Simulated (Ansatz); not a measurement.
The cluster Au₂Cl₂⁺ was relaxed with PBE0-D4 (def2-SVP) in Ansatz in these states: charge +1 doublet, charge +1 quartet. The geometries follow in no particular order.

In the def2 sets Au takes a core potential; there is no spin–orbit coupling.

A:

| atom | x (Å) | y (Å) | z (Å) |
| --- | --- | --- | --- |
| Au1 | 2.822 | -0.858 | -0.688 |
| Au2 | -0.936 | 0.315 | 0.225 |
| Cl3 | 0.426 | -1.513 | 0.035 |
| Cl4 | -2.312 | 2.055 | 0.428 |

B:

```xyz
4

Au    2.480   -1.325    0.482
Au   -0.830    0.440   -0.201
Cl    0.659   -0.197    1.461
Cl   -2.309    1.082   -1.742
```

Task: Judge from the bond lengths which geometry belongs to which state (an estimate).

Result: A is the charge +1 quartet (Au1–Cl3 2.588 Å, Au2–Cl3 2.288 Å, Au2–Cl4 2.227 Å); B is the charge +1 doublet (Au1–Cl3 2.355 Å, Au2–Cl3 2.321 Å, Au2–Cl4 2.229 Å).

At PBE0-D4/def2-TZVP a doublet lies 2.32 eV below the charge +1 quartet. These are the stationary points nearest to one start from a short search; other shapes may lie lower in each state.
